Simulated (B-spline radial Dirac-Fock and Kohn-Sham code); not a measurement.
**The Lα1 (L3-M5) line from Cu to Ag**

The computed values come from an atomic code on a B-spline grid: multi-electron Dirac-Fock with separately optimised hole states, Breit and Lamb-shift corrections added in first order. Free neutral atoms. Correlation energy is missing from these numbers.

```csv
Z,element,energy (eV),wavelength (Å)
29,Cu,931.4,13.312
30,Zn,1013.9,12.229
31,Ga,1100.1,11.270
32,Ge,1190.1,10.418
33,As,1283.9,9.6572
36,Kr,1587.2,7.8117
37,Rb,1695.8,7.3112
38,Sr,1808.2,6.8566
40,Zr,2044.0,6.0656
41,Nb,2167.4,5.7205
42,Mo,2294.5,5.4036
43,Tc,2425.4,5.1119
44,Ru,2559.8,4.8435
46,Pd,2839.6,4.3663
47,Ag,2985.2,4.1533
```

Problem. How well does Moseley's law, √E linear in Z, describe these energies?

Solution. A straight-line fit gives √(E/eV) = 1.3404·(Z − 6.26). The slope squared is 0.1321 Ry, against 0.1389 Ry for a hydrogen-like ion. The residuals, fit less computed, are Cu -2.3, Zn -1.3, Ga -0.4, Ge +0.3, As +0.9, Kr +2.0, Rb +2.0, Sr +1.8, Zr +1.3, Nb +1.0, Mo +0.6, Tc -0.1, Ru -0.7, Pd -2.1, Ag -3.1 eV.
